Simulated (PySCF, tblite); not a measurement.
Potential energy curve for BO, doublet.

- GFN2-xTB, 300 K electronic temperature (tblite)
- UCCSD(T) = CCSD(T) on UHF/cc-pVDZ, 2 core orbitals frozen in PySCF

Energies relative to the lowest point of each curve near equilibrium, in eV; the last columns give the difference from UCCSD(T):

| R / Å | GFN2-xTB | UCCSD(T) | GFN2-xTB − UCCSD(T) |
|---|---|---|---|
| 0.97 | 4.367 | 4.572 | -0.204 |
| 1.02 | 2.205 | 2.573 | -0.367 |
| 1.09 | 0.589 | 0.906 | -0.317 |
| 1.12 | 0.247 | 0.492 | -0.245 |
| 1.17 | 0.001 | 0.096 | -0.096 |
| 1.20 | 0.000 | 0.000 | 0.000 |
| 1.24 | 0.126 | 0.000 | 0.126 |
| 1.28 | 0.361 | 0.116 | 0.245 |
| 1.34 | 0.853 | 0.450 | 0.403 |
| 1.39 | 1.346 | 0.832 | 0.514 |

GFN2-xTB is furthest from UCCSD(T) at 1.39 (0.514 eV, above); its mean absolute difference over the points is 0.252 eV.

The scan ran from 0.97 to 4.82 Å; beyond the distances shown one of the unrestricted levels run for this scan, shown here or not, changes its spin distribution in one step. The unrestricted determinant behind UCCSD(T) is spin-contaminated at 1.34 to 1.39 Å (<S²> up to 0.9, against 0.75 for a pure doublet).
